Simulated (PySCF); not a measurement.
Species: C8H14.
SMILES with atom numbers: `[CH2:1]=[CH:2][CH:3]1[CH2:4][CH2:5][CH2:6][CH2:7][CH2:8]1` (hydrogens: H9, H10 on C1; H11 on C2; H12 on C3; H13, H14 on C4; H15, H16 on C5; H17, H18 on C6; H19, H20 on C7; H21, H22 on C8)

The same species was optimised twice, with GFN2-xTB and with PBE0-D3(BJ)/def2-SVP (PySCF), and the same property calculations (PySCF, gas phase) were run on both structures.

| coordinate | GFN2-xTB | PBE0-D3(BJ)/def2-SVP | change |
| --- | --- | --- | --- |
| C1=C2 (Å) | 1.320 | 1.333 | +0.013 |
| C7–C8 (Å) | 1.526 | 1.525 | -0.001 |
| C4–C5 (Å) | 1.526 | 1.525 | -0.001 |
| C5–C6 (Å) | 1.526 | 1.525 | -0.001 |
| C3–C4 (Å) | 1.533 | 1.534 | +0.001 |
| C6–C7 (Å) | 1.525 | 1.525 | 0.000 |
| C3–C8 (Å) | 1.534 | 1.534 | 0.000 |
| C2–C3 (Å) | 1.498 | 1.497 | -0.001 |
| C3–C8–C7 (°) | 110.9 | 112.1 | +1.2 |
| C3–C4–C5 (°) | 110.9 | 112.1 | +1.2 |
| C6–C7–C8 (°) | 110.5 | 111.5 | +1.0 |
| C2–C3–C4 (°) | 110.3 | 111.3 | +1.0 |
| C4–C5–C6 (°) | 110.5 | 111.5 | +1.0 |
| C2–C3–C8 (°) | 110.3 | 111.3 | +1.0 |
| C4–C3–C8 (°) | 109.4 | 110.2 | +0.8 |
| C5–C6–C7 (°) | 110.4 | 111.2 | +0.8 |
| C1–C2–C3–C4 (°) | -120 | -118 | +2 |

Rotational constants: A = 4115, B = 1340, C = 1110 MHz (GFN2-xTB) against A = 4080, B = 1323, C = 1095 MHz (PBE0-D3(BJ)/def2-SVP). Point groups within 0.08 Å: Cs and Cs.

On the GFN2-xTB structure: HOMO (eV) -7.29 [PBE0/pcSseg-1]; LUMO (eV) 0.58 [PBE0/pcSseg-1]; dipole (D) 0.46 [PBE0/pcSseg-1]; GIAO shielding of C1 (ppm) 68.7 [PBE0/pcSseg-1]; GIAO shielding of C2 (ppm) 31.9 [PBE0/pcSseg-1]; GIAO shielding of C3 (ppm) 137.2 [PBE0/pcSseg-1]; GIAO shielding of C4/C8 (mean) (ppm) 149.5 [PBE0/pcSseg-1]; GIAO shielding of C5/C7 (mean) (ppm) 156.9 [PBE0/pcSseg-1]; GIAO shielding of C6 (ppm) 156.7 [PBE0/pcSseg-1].

Q: What do these properties become on the PBE0-D3(BJ)/def2-SVP structure?

A: 
```tsv
property	level	on GFN2-xTB	on PBE0-D3(BJ)/def2-SVP	change
HOMO (eV)	PBE0/pcSseg-1	-7.29	-7.29	0.00
LUMO (eV)	PBE0/pcSseg-1	0.58	0.46	-0.12
dipole (D)	PBE0/pcSseg-1	0.46	0.45	-0.01
energy, GFN2-xTB geometry as zero (kcal/mol)	PBE0/pcSseg-1	0.0	-0.8	-0.8
GIAO shielding of C1 (ppm)	PBE0/pcSseg-1	68.7	64.3	-4.4
GIAO shielding of C2 (ppm)	PBE0/pcSseg-1	31.9	29.5	-2.4
GIAO shielding of C3 (ppm)	PBE0/pcSseg-1	137.2	137.3	+0.1
GIAO shielding of C4/C8 (mean) (ppm)	PBE0/pcSseg-1	149.5	149.0	-0.5
GIAO shielding of C5/C7 (mean) (ppm)	PBE0/pcSseg-1	156.9	156.3	-0.6
GIAO shielding of C6 (ppm)	PBE0/pcSseg-1	156.7	156.3	-0.4
```

The heavy atoms differ by 0.017 Å rms after alignment. Among bonds between heavy atoms C1=C2 changes most (+0.013 Å). Changes are differences of the printed values. Neither structure is proved a minimum here.
